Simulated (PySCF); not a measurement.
A side-by-side comparison of computed properties.

First species: C3H7NOSi.
SMILES: `O=CN[C@@H]1C[SiH2]1`

Second species: vinylcyanodiacetylene, C₇H₃N.
SMILES with atom numbers: `[CH2:1]=[CH:2][C:3]#[C:4][C:5]#[C:6][C:7]#[N:8]` (hydrogens: H9, H10 on C1; H11 on C2)

Levels: PBE0/def2-SVPD for dipole moment, HOMO energy, LUMO energy, HOMO–LUMO gap, static isotropic polarisability and electronic spatial extent ⟨r²⟩ about the centre of nuclear charge; TDDFT PBE0/def2-SVPD for lowest singlet excitation; TDA PBE0/def2-SVPD for lowest triplet excitation (Tamm–Dancoff); GFN2-xTB for rotational constant A and rotational constant C. Geometries: GFN2-xTB. Each structure is a single optimised conformer of the isolated species, non-relativistic unless stated; the electronic structure was computed with PySCF and density fitting.

The conformers computed, where there is a choice (atom-mapped SMILES and torsion angles):
- `[O:1]=[CH:2][NH:3][C@@H:4]1[CH2:5][SiH2:6]1`: O1–C2–N3–C4 1°, C2–N3–C4–C5 100°

Values for the first species:

```
Dipole moment                                                     : 3.16 D
HOMO energy                                                       : -6.64 eV
LUMO energy                                                       : 0.19 eV
HOMO–LUMO gap                                                     : 6.83 eV
Lowest singlet excitation                                         : 5.43 eV
Lowest triplet excitation (Tamm–Dancoff)                          : 4.85 eV
Static isotropic polarisability                                   : 72.9 au
Electronic spatial extent ⟨r²⟩ about the centre of nuclear charge : 679 bohr²
Rotational constant A                                             : 4.916 GHz
Rotational constant C                                             : 1.881 GHz
```

**Question.** Estimate the same properties for the second species, and the change in each.

**Answer.** 
```json
{"property": "dipole moment", "first": "3.16 D", "second": "6.22 D", "second less first": "+3.06 D"}
{"property": "HOMO energy", "first": "-6.64 eV", "second": "-7.50 eV", "second less first": "-0.86 eV"}
{"property": "LUMO energy", "first": "0.19 eV", "second": "-2.76 eV", "second less first": "-2.95 eV"}
{"property": "HOMO–LUMO gap", "first": "6.83 eV", "second": "4.74 eV", "second less first": "-2.09 eV"}
{"property": "lowest singlet excitation", "first": "5.43 eV", "second": "3.61 eV", "second less first": "-1.82 eV"}
{"property": "lowest triplet excitation (Tamm–Dancoff)", "first": "4.85 eV", "second": "2.58 eV", "second less first": "-2.27 eV"}
{"property": "static isotropic polarisability", "first": "72.9 au", "second": "115.9 au", "second less first": "+43.0 au"}
{"property": "electronic spatial extent ⟨r²⟩ about the centre of nuclear charge", "first": "679 bohr²", "second": "1796 bohr²", "second less first": "+1117 bohr²"}
{"property": "rotational constant A", "first": "4.916 GHz", "second": "35.838 GHz", "second less first": "+30.922 GHz"}
{"property": "rotational constant C", "first": "1.881 GHz", "second": "0.568 GHz", "second less first": "-1.313 GHz"}
```

On the first: No computed singlet falls in the visible range (750 to 380 nm, 1.65 to 3.26 eV); S1 lies 2.17 eV above its blue end. In wavenumbers S1 is 43800 cm⁻¹ (1 eV = 8065.54 cm⁻¹).

On the second: A dipole of 6.22 D is allowed in Cs, and pure rotational transitions are dipole-allowed. The 8 singlets span 3.61 to 6.36 eV, and their oscillator strengths add up to 1.59.
